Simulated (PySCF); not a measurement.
A structure optimised at PBE-D3(BJ)/def2-SVP, used in a PySCF frequency run:

```
Si
N 1 1.8124
C 2 1.3001 1 100.37
H 3 1.1165 2 119.47 1 180.00
Si 3 1.9476 4 128.82 2 180.00
H 5 1.5069 3 115.94 4 64.98
H 5 1.5069 6 109.15 3 133.15
Cl 1 2.0717 2 111.38 3 -119.24
Cl 1 2.0717 2 111.38 3 119.24
```

Task: Write its SMILES, formula and point group.

Result: Cl[Si]1(Cl)N=C[SiH2]1, CH₃Cl₂NSi₂, Cs

Task: What are its rotational constants (standard atomic weights)?

Result: 1.7921, 1.2548, 0.95600 GHz
